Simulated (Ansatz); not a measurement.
Start from `C[O][SnH2][F]` and change one element to get `C[O][SnH2][Br]`.

Ansatz, PBE0-D4/def2-TZVP geometries, multiplicity 1. Each molecule was computed in one conformer, which needn't be the lowest.

Elements past krypton have def2 core potentials. Scalar relativity is left out up to krypton.

```json
{"property": "HOMO energy (ωB97M-V/def2-TZVPP) / eV", "`C[O][SnH2][F]`": "-10.45"}
{"property": "LUMO energy (B3LYP/def2-TZVPP) / eV", "`C[O][SnH2][F]`": "-0.90"}
{"property": "HOMO–LUMO gap (PBE/def2-TZVPP) / eV", "`C[O][SnH2][F]`": "4.94"}
{"property": "HOMO energy (PBE0/def2-TZVPP) / eV", "`C[O][SnH2][F]`": "-8.04"}
{"property": "HOMO–LUMO gap (B3LYP/def2-TZVPP) / eV", "`C[O][SnH2][F]`": "6.90"}
{"property": "ideal-gas entropy at 298 K and 1 bar (rigid rotor, harmonic PBE0-D4/def2-TZVP) / J/(mol·K)", "`C[O][SnH2][F]`": "349"}
```

(1) Give the same properties after the change, and the shifts. (Best estimate.)

## Answers

(1) Ansatz gave: 
```
                                                                                  property  `C[O][SnH2][Br]`  shift
                                                     HOMO energy (ωB97M-V/def2-TZVPP) / eV            -10.34   0.11
                                                       LUMO energy (B3LYP/def2-TZVPP) / eV             -1.36  -0.46
                                                       HOMO–LUMO gap (PBE/def2-TZVPP) / eV              4.47  -0.47
                                                        HOMO energy (PBE0/def2-TZVPP) / eV             -7.96   0.08
                                                     HOMO–LUMO gap (B3LYP/def2-TZVPP) / eV              6.37  -0.53
ideal-gas entropy at 298 K and 1 bar (rigid rotor, harmonic PBE0-D4/def2-TZVP) / J/(mol·K)               369     20
```

With PBE0 the HOMO rises by 0.08 eV and the LUMO falls by 0.50 eV, so the gap narrows by about 0.58 eV. PBE moves the HOMO by 0.05 eV and ωB97M-V by 0.11 eV. Modes under 60 cm⁻¹, often nearly free rotors, make the harmonic entropy too high.

B3LYP here is the variant with VWN-RPA as its local correlation; programs differ in this.

Spin–orbit coupling is left out; it splits and shifts lone-pair levels of the heavy atoms by tenths of an eV.
